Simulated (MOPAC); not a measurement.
MOPAC input (AM1):

```
AM1 PRECISE GNORM=0.05 LET XYZ GEO-OK AUX(PRECISION=9) THREADS=1
H5Bi

Bi    0.00000000 1   -0.00000000 1   -0.00000000 1
H    -0.00119200 1   -0.01758500 1    1.86604700 1
H     0.00119200 1    0.01758500 1   -1.86604700 1
H     1.79921900 1   -0.00095300 1    0.00114000 1
H    -0.89879400 1    1.55857700 1    0.01411300 1
H    -0.90042500 1   -1.55762400 1   -0.01525400 1
```

From the output:

```
                                                       MOPAC v23.2.5 Linux

          FINAL HEAT OF FORMATION =        278.23660 KCAL/MOL =    1164.14193 KJ/MOL

          COSMO AREA              =         94.67 SQUARE ANGSTROMS
          COSMO VOLUME            =         83.18 CUBIC ANGSTROMS

          GRADIENT NORM           =          0.00825          =       0.00337 PER ATOM
          IONIZATION POTENTIAL    =         11.675732 EV
          HOMO LUMO ENERGIES (EV) =        -11.676 -4.369
          NO. OF FILLED LEVELS    =          5
          MOLECULAR WEIGHT        =        214.0199         POINT GROUP:  D3h

          MOLECULAR DIMENSIONS (Angstroms)

            Atom       Atom       Distance
            H     3    H     2     3.04439
            H     5    H     6     2.64593
            H     5    H     4     2.29144

          SCF CALCULATIONS        =         10

   ATOM   CHEMICAL          X               Y               Z
  NUMBER   SYMBOL      (ANGSTROMS)     (ANGSTROMS)     (ANGSTROMS)

     1      Bi         -0.00000000  *   0.00000003  *   0.00000037  *
     2       H         -0.00097192  *  -0.01433873  *   1.52212502  *
     3       H          0.00097191  *   0.01433831  *  -1.52212452  *
     4       H          1.52762568  *  -0.00080901  *   0.00096644  *
     5       H         -0.76312030  *   1.32330858  *   0.01198672  *
     6       H         -0.76450537  *  -1.32249965  *  -0.01296001  *

                             CARTESIAN COORDINATES

   1   Bi       -0.000000001     0.000000035     0.000000372
   2    H       -0.000971918    -0.014338734     1.522125020
   3    H        0.000971914     0.014338306    -1.522124520
   4    H        1.527625683    -0.000809008     0.000966437
   5    H       -0.763120295     1.323308583     0.011986720
   6    H       -0.764505374    -1.322499651    -0.012960014

           Empirical Formula: H5 Bi  =     6 atoms

      MOLECULAR POINT GROUP   :   D3h

                  EIGENVALUES
 -17.45723 -12.21445 -11.94256 -11.67573 -11.67573  -4.36891  -2.95240  -2.95240
  -2.89301

              NET ATOMIC CHARGES AND DIPOLE CONTRIBUTIONS

  ATOM NO.   TYPE          CHARGE      No. of ELECS.   s-Pop       p-Pop
    1         Bi           1.452642        3.5474     1.99574     1.55162
    2          H          -0.225931        1.2259     1.22593
    3          H          -0.225928        1.2259     1.22593
    4          H          -0.333594        1.3336     1.33359
    5          H          -0.333594        1.3336     1.33359
    6          H          -0.333594        1.3336     1.33359
 DIPOLE           X         Y         Z       TOTAL
 POINT-CHG.    -0.000    -0.000    -0.000     0.000
 HYBRID         0.000     0.000     0.000     0.000
 SUM           -0.000    -0.000    -0.000     0.000

          ATOMIC ORBITAL ELECTRON POPULATIONS

     Atom    s        px        py        pz
    1 Bi   1.99574   0.51206   0.51206   0.52750
    2  H   1.22593
    3  H   1.22593
    4  H   1.33359
    5  H   1.33359
    6  H   1.33359

 **********************
 *                    *
 * JOB ENDED NORMALLY *
 *                    *
 **********************

 == MOPAC DONE ==
```

The geometry given is a B3LYP-D3(BJ)/def2-TZVP minimum.
